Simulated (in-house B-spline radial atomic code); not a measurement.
**RPA and G0W0 on Hartree-Fock: Ca⁺**

Configuration [Ar] 4s1, highest spin, mean-field start Hartree-Fock. Computed with an all-electron radial atomic-structure program (B-spline basis): all electrons, non-relativistic, point nucleus, each spin shell either full or empty, empty states to l = 9 with an (l + 1/2)⁻⁴ tail; G0W0 by contour deformation at full frequency.

Command:
```bash
python run_gw.py task.json out
```
Settings (radii: box in bohr, nucleus in fm):
```
Z                        20
electrons                19
configuration            [Ar] 4s1
hamiltonian              nr
method                   hf
lmax                     9
spin_polarised           True
box_radius               23.78
intervals                51
ion_configuration        [Ne] 3s2 3p6
```

Cost of the run: 1.7 s on 1 thread of Intel(R) Xeon(R) 6975P-C (Granite Rapids), on a shared host.

Energies (hartree):

```
                                     term       value
                         mean-field total  -676.57016
Hartree-Fock functional on these orbitals  -676.57016
                      direct second order     -1.1647
                    second-order exchange      0.3996
                         SOSEX correction     0.37009
```

**Question.** What is the RPA correlation energy, and what remains with SOSEX?

**Answer.** RPA gives -1.0418 hartree (-1.49 eV per electron); RPA + SOSEX gives -0.67174, and the second-order doubles (MP2) -0.7651 hartree. RPA lacks exchange-type terms and so overcorrelates at short range.

Quasi-particle levels (eV):

```tsv
level	occupied	mean field	Σx - vxc	Σc	QP weight	G0W0
4s up	yes	-11.337	0.00	?	?	?
3p down	yes	-42.98	0.00	0.01	0.931	-42.96
3p up	yes	-43.10	0.00	0.03	0.930	-43.07
4s down	no	-4.969	0.00	-0.94	0.958	-5.906
```

G0W0 = mean field + (Σx - vxc) + Σc, with Σc (partial-wave tail included) taken at the quasi-particle energy. Only the outer levels were computed. Levels of low weight are left out.

**Question.** Where does G0W0 put 4s up?

**Answer.** At -12.125 eV, with Σc = -0.79 eV and a quasi-particle weight of 0.966. The tabulated removal energy is 11.872 eV (NIST, measured); the calculation leaves out relativity, Breit and QED terms, and what these don't explain is the method's own error.

**Question.** What does it cost to remove one electron (to [Ne] 3s2 3p6) by differences of total energies, each species on its own start (correlation terms add to the Hartree-Fock functional)?

**Answer.** Hartree-Fock functional 11.315 eV, + RPA 11.983 eV, + RPA + SOSEX 11.659 eV, + second order 11.827 eV. Tabulated: 11.872 eV (NIST, measured); the calculation leaves out relativity, Breit and QED terms, and what these don't explain is the method's own error.
